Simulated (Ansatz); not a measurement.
Relaxation of BClH$_{5}$O$_{2}$P (10 atoms, charge 0, multiplicity 1), to a largest force component of 0.03 eV/Å in at most 50 steps.

These are results of RKS BLYP-D4/def2-SVP (Ansatz 0.2.0), not measurements.

```xyz
10
Properties=species:S:1:pos:R:3:forces:R:3
B 0.008 0.577 -0.305 -0.10 -0.40 -0.38
Cl 0.456 -0.389 2.574 0.07 0.63 -0.07
O 1.122 -0.095 -0.742 0.01 0.01 0.05
H 0.991 -1.051 -0.889 0.00 -0.03 -0.04
O -1.268 0.080 -0.231 -0.01 0.03 0.01
H -1.351 -0.874 -0.416 -0.01 -0.04 -0.01
P 0.200 2.474 -0.021 0.07 0.50 0.10
H -0.582 2.574 1.181 0.00 0.01 -0.01
H 1.474 2.453 0.643 -0.01 0.00 0.00
H 0.470 0.821 1.993 -0.01 -0.70 0.33
```

Problem. Where does it end, and by what steps?

Solution. It converged. After 6 steps the energy has fallen by 0.066 eV; Cl2 moved furthest, 0.37 Å.

```json
{"step": "0", "energy less start (eV)": "0.0000", "largest force component (eV/Å)": "0.705", "accepted": "yes"}
{"step": "1", "energy less start (eV)": "-0.0414", "largest force component (eV/Å)": "0.636", "accepted": "yes"}
{"step": "2", "energy less start (eV)": "-0.0248", "largest force component (eV/Å)": "0.810", "accepted": "no"}
{"step": "3", "energy less start (eV)": "-0.0556", "largest force component (eV/Å)": "0.511", "accepted": "yes"}
{"step": "4", "energy less start (eV)": "-0.0639", "largest force component (eV/Å)": "0.205", "accepted": "yes"}
{"step": "5", "energy less start (eV)": "-0.0654", "largest force component (eV/Å)": "0.118", "accepted": "yes"}
{"step": "6", "energy less start (eV)": "-0.0664", "largest force component (eV/Å)": "0.027", "accepted": "yes"}
```

```xyz
10
Properties=species:S:1:pos:R:3
B -0.004 0.563 -0.375
Cl 0.564 -0.232 2.893
O 1.107 -0.116 -0.801
H 0.956 -1.049 -1.049
O -1.281 0.071 -0.296
H -1.381 -0.869 -0.545
P 0.221 2.477 -0.012
H -0.613 2.539 1.157
H 1.457 2.378 0.716
H 0.495 0.808 2.100
```

Whether the end is a true minimum wasn't checked by a vibrational analysis.

The run took 17 s on 2 threads of Arm Neoverse V1, with other jobs on the host, peak memory 0.15 GiB.
